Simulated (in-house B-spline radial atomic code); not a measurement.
**Excitations of Ca by several methods**

Full response, energies in eV; labels give the largest channel, * marks a mixed state, a dash one above the method's threshold, and an imaginary frequency an unstable closed-shell reference. Computed with a B-spline radial code for spherical atoms: linear response of the closed shell [Ar] 4s2 with each method's own kernel (bare exchange for TDHF, static screening on G0W0 levels for BSE, the adiabatic kernel for functionals); non-relativistic, point nucleus, no spin-orbit coupling, no double excitations, S, P, D and F terms only; shells from n = 2 respond.

```tsv
method	4s → 3d 3D	4s → 4p 3P	4s → 3d 1D	α (bohr³)
TDHF	2.197	imaginary	3.085	185.5
BSE on G0W0@HF	3.529	2.056	4.310	137.2
LDA VWN5	1.212	1.894	1.707	148.6
PBE	1.065	1.517	1.726	159.5
PBE0	1.441	1.401	2.082	164.2
B3LYP (VWN-RPA)	1.463	1.807	2.004	153.9
CAM-B3LYP	1.598	1.716	2.100	156
LC-wPBE	1.420	0.959	1.969	178.4
wB97X	1.826	2.084	2.087	153.1
HSE06	1.377	1.496	2.041	160.1
BHandHLYP	1.890	1.702	2.423	159.7
BLYP	1.168	1.868	1.740	151.4
PBEsol	?	?	?	?
BP86	0.998	1.597	1.708	154
LDA exchange-only	1.144	1.115	2.035	162.9
B97-1	?	?	?	?
RPBE	0.958	1.343	1.676	167.9
OLYP	0.852	1.348	1.503	176.1
```

**Question.** What does PBEsol give?

**Answer.** 4s → 3d 3D: 1.070; 4s → 4p 3P: 1.545; 4s → 3d 1D: 1.709; α: 157.3 (eV, bohr³).

**Question.** What does B97-1 give?

**Answer.** 4s → 3d 3D: 1.633; 4s → 4p 3P: 1.751; 4s → 3d 1D: 2.016; α: 162.7 (eV, bohr³).

**Question.** How do the methods fare for 4s → 3d 3D against experiment?

**Answer.** The measured term average is 2.524 eV (NIST). Among the methods with a real root, errors run from -1.67 eV (OLYP) to +1.00 eV (BSE on G0W0@HF); TDHF is closest (-0.33 eV), with relativity left out.

**Question.** How do the methods fare for 4s → 4p 3P against experiment?

**Answer.** The measured term average is 1.892 eV (NIST). Among the methods with a real root, errors run from -0.93 eV (LC-wPBE) to +0.19 eV (wB97X); LDA VWN5 is closest (+0.00 eV), with relativity left out.
